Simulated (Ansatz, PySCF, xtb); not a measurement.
Reaction 12 R1 + R2 → 6 P1 + 4 P2, each structure at its B3LYP-D3(BJ)/def2-SVP stationary point, reached from a drawn start (curvature not checked).
R1: H2 (SMILES [H][H]), charge 0, multiplicity 1.
P1, H2O (SMILES O) (charge 0, multiplicity 1):
```xyz
3

O      0.000     0.000     0.401
H      0.000     0.757    -0.200
H      0.000    -0.757    -0.200
```
R2: O6P4 (SMILES O1P2OP3OP1OP(O2)O3), charge 0, multiplicity 1.
P2, PH3 (SMILES P) (charge 0, multiplicity 1):
```xyz
4

P      0.0000     0.0000     0.5856
H      0.0000     1.1981    -0.1952
H      1.0376    -0.5990    -0.1952
H     -1.0376    -0.5990    -0.1952
```

P less R. No zero-point or thermal terms.

Frozen-core correlation throughout.

The values were computed with Ansatz (Gaussian orbitals); PySCF for the D3/D4 terms; xtb for the GFN methods. No computed number here is a measurement.

| level | reaction energy (eV) |
|---|---|
| GFN2-xTB | 4.365 |
| PBE-D3(BJ)/def2-TZVPP | 0.264 |
| BLYP-D3(BJ)/def2-TZVPP | 1.197 |
| B3LYP-D4/def2-TZVPP | 0.819 |
| PBE0-D4/def2-TZVPP | -0.171 |
| wB97X-V/def2-TZVPP | 0.492 |
| wB97M-V/def2-TZVPP | 0.813 |
| SCS-MP2/cc-pV(D+d)Z | … |
| CCSD(T)/cc-pV(D+d)Z | … |

### Question
Complete the blanks.

### Answer

- SCS-MP2/cc-pV(D+d)Z, reaction energy (eV): -0.913
- CCSD(T)/cc-pV(D+d)Z, reaction energy (eV): -1.359

Ansatz is a quantum-chemistry and plane-wave program.
